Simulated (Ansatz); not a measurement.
Ge2Te (the lowest singlet isomer of a short search). Charge 0, multiplicity 1. Geometry PBE0-D4/def2-TZVP, basis def2-TZVP, Ansatz.

Cartesian coordinates in Å:
```
Ge -1.2660 0.0899 0.7460
Ge 0.7574 1.2235 -0.3108
Te 0.5085 -1.3134 -0.4352
```

```tsv
run	HOMO (eV)	LUMO (eV)
A	-5.00	-4.08
B	-5.51	-3.31
C	-4.84	-3.86
D	-4.97	-3.66
E	-5.09	-3.88
F	-5.75	-3.19
```

In the def2 sets Te takes a core potential; there is no spin–orbit coupling. B3LYP takes the VWN-RPA correlation. The structure comes from a short search, and lower isomers may exist.

The runs used B3LYP, B97M-V, LDA (SPW92), PBE, PBE0, r2SCAN. Estimate which is which.

A LDA (SPW92) (0 % exact exchange); B B3LYP (20 % exact exchange); C PBE (0 % exact exchange); D B97M-V (0 % exact exchange); E r2SCAN (0 % exact exchange); F PBE0 (25 % exact exchange). Exact exchange lowers occupied and raises empty levels; among semilocal functionals meta-GGAs tend to open the gap a little, and such runs are hard to tell apart. The gap grows from 0.93 eV (LDA (SPW92)) to 2.57 eV (PBE0).
